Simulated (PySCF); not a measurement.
PySCF input for CrF4, SMILES [F][Cr-]([F])([F])[F] (connectivity only; charge and spin as stated), charge -1, multiplicity 4, PBE-D3(BJ)/def2-SVPD. Geometry: PBE-D3(BJ)/def2-SVPD. The multiplicity is an assumed one; other spin states were not compared.

```python
import numpy as np
from pyscf import gto, scf, dft, df
from pyscf.hessian import thermo

mol = gto.M(
    atom='''
    Cr    0.00000000   -0.00000000    0.00000000
    F     0.93843417    0.93843419    1.26047983
    F     0.93843419   -0.93843419   -1.26047983
    F    -0.93843418    0.93843417   -1.26047985
    F    -0.93843418   -0.93843417    1.26047985
    ''',
    basis='def2-SVPD',
    charge=-1,
    spin=3,
    max_memory=1600,
    verbose=3,
)
mf = dft.UKS(mol, xc='pbe').density_fit(auxbasis='def2-universal-jkfit')
mf.disp = 'd3bj'
mf.grids.level = 3
mf.conv_tol = 1e-11
mf.max_cycle = 100
mf.kernel()
fine, coarse = mf.grids, dft.Grids(mol).set(level=1).build(with_non0tab=True)
for _ in range(3):  # follow internal instabilities
    mf.grids = coarse
    mo, _, stable, _ = mf.stability(return_status=True, nroots=4)
    mf.grids = fine
    if stable:
        break
    mf.kernel(mf.make_rdm1(mo, mf.mo_occ))

# [left out here: the lines that compute and print the analytic Hessian (its translational invariance restored by hand, since the grid's response is missing), thermochemistry and intensities]
```

It prints:

```

WARN: HOMO -0.317224184201386 >= LUMO -0.337793728610654


WARN: HOMO 0.180116193826618 >= LUMO 0.151395916162593

converged SCF energy = -1443.11149343409  <S^2> = 3.7680377  2S+1 = 4.0090087
<class 'pyscf.df.df_jk.DFUKS'> wavefunction is stable in the internal stability analysis

WARN: DFTD3 does not support analytical Hessian, using finite difference


WARN: Mole.unit (angstrom) is changed to Bohr

Mode                                 0                   1                   2
Irrep
Freq [cm^-1]                       77.3147             77.3158             96.1082
Reduced mass [au]                  22.7156             22.7156             18.9984
Force const [Dyne/A]                0.0800              0.0800              0.1034
Char temp [K]                     111.2386            111.2402            138.2783
Normal mode                   x     y     z       x     y     z       x     y     z
       0  Cr                -0.05  0.05 -0.00   -0.05 -0.05 -0.00   -0.00  0.00  0.00
       1   F                 0.07 -0.07 -0.00   -0.00 -0.00 -0.10   -0.08  0.08  0.00
       2   F                -0.00  0.00  0.10    0.07  0.07 -0.00   -0.08 -0.08  0.00
       3   F                -0.00  0.00 -0.10    0.07  0.07  0.00    0.08  0.08 -0.00
       4   F                 0.07 -0.07  0.00   -0.00 -0.00  0.10    0.08 -0.08 -0.00
Mode                                 3                   4                   5
Irrep
Freq [cm^-1]                      207.5038            244.1925            517.3654
Reduced mass [au]                  18.9984             20.7708             24.1452
Force const [Dyne/A]                0.4820              0.7297              3.8078
Char temp [K]                     298.5518            351.3386            744.3736
Normal mode                   x     y     z       x     y     z       x     y     z
       0  Cr                -0.00 -0.00 -0.00   -0.00 -0.00 -0.05    0.06 -0.06  0.00
       1   F                 0.06  0.06 -0.08   -0.07 -0.07  0.03   -0.01  0.01 -0.00
       2   F                 0.06 -0.06  0.08    0.07 -0.07  0.03   -0.07  0.07  0.09
       3   F                -0.06  0.06  0.08   -0.07  0.07  0.03   -0.07  0.07 -0.09
       4   F                -0.06 -0.06 -0.08    0.07  0.07  0.03   -0.01  0.01  0.00
Mode                                 6                   7                   8
Irrep
Freq [cm^-1]                      517.3661            555.1377            644.8846
Reduced mass [au]                  24.1452             18.9984             26.8139
Force const [Dyne/A]                3.8078              3.4496              6.5701
Char temp [K]                     744.3747            798.7196            927.8454
Normal mode                   x     y     z       x     y     z       x     y     z
       0  Cr                -0.06 -0.06 -0.00    0.00  0.00  0.00    0.00  0.00 -0.09
       1   F                 0.07  0.07  0.09    0.06  0.06  0.08    0.04  0.04  0.06
       2   F                 0.01  0.01  0.00    0.06 -0.06 -0.08   -0.04  0.04  0.06
       3   F                 0.01  0.01 -0.00   -0.06  0.06 -0.08    0.04 -0.04  0.06
       4   F                 0.07  0.07 -0.09   -0.06 -0.06  0.08   -0.04 -0.04  0.06
temperature 298.1500 [K]
pressure 101325.00 [Pa]
Rotational constants [GHz] 3.77574 2.69300 2.69300
Symmetry number 4
Zero-point energy (ZPE) 0.00669 [Eh]   17568.291 [J/mol]
                           tot       elec      trans        rot        vib
Entropy [J/mol/K]       354.585     11.526    169.258    100.876     72.925
Cv [J/mol/K]             83.402      0.000     12.472     12.472     58.459
Cp [J/mol/K]             91.716      0.000     20.786     12.472     58.459
Internal energy [J/mol]                      3718.434   3718.434  28307.188
Internal energy [Eh]   -1443.09788  -1443.11149
Enthalpy [J/mol]                             6197.391   3718.434  28307.188
Enthalpy [Eh]          -1443.09694
Gibbs free energy [J/mol]                  -44266.833 -26357.695   6564.489
Gibbs free energy [Eh] -1443.13720
mode   freq/cm-1   IR/(km/mol)
   1       77.31        15.469
   2       77.32        15.469
   3       96.11         0.000
   4      207.50         0.000
   5      244.19         2.070
   6      517.37       182.558
   7      517.37       182.558
   8      555.14         0.000
   9      644.88       225.234
max |gradient| / (hartree/bohr): 0.000265629468197702
APT charges: [ 1.9303 -0.7327 -0.7327 -0.7327 -0.7327]
```

The run converged.

Cost: roughly 2.2 core-minutes.
